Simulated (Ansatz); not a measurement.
Reactions of BrH₃Sn, SMILES `[Br][SnH3]`.

Isolated molecules relaxed with PBE0-D4/def2-TZVP in Ansatz; ΔE leaves out vibrations. CBS: MP2 limit from def2 TZ/QZ plus the TZ coupled-cluster correction, frozen cores. This one scheme is used for every species. DFT in def2-TZVPP. Elements past krypton have def2 core potentials. For Br, Se, Sn outer-core shells are correlated without core-valence functions, which leaves a few kJ/mol of doubt a bond. Scalar relativity is left out up to krypton. Each species was taken in one conformer, which may not be the lowest.

| reaction | CCSD(T)/CBS(def2) (kJ/mol) |
| --- | --- |
| `[Br][SnH3]` + `COC=N` → `CO[C](=N)[SnH3]` + HBr | 142 |
| `[Br][SnH3]` + `N#CN` → `[NH2][SnH2][Br]` + `C#N` | ? |
| `[Br][SnH3]` + `FCC(F)F` → `F[CH2][SnH2][Br]` + `FCF` | 13 |
| `[Br][SnH3]` + `C[SeH]` → `C[Se][SnH3]` + HBr | 29 |
| `[Br][SnH3]` + `[SnH3][C]1=[CH][AlH]1` → `[SnH3][SnH3]` + `Br[C]1=[CH][AlH]1` | 64 |

Question: Fill in the missing values. (An estimate is asked.)

Answer: Ansatz gave: `[Br][SnH3]` + `N#CN` → `[NH2][SnH2][Br]` + `C#N`: -50.0 kJ/mol.

Largest T1 diagnostic: 0.014, for `[SnH3][C]1=[CH][AlH]1`.
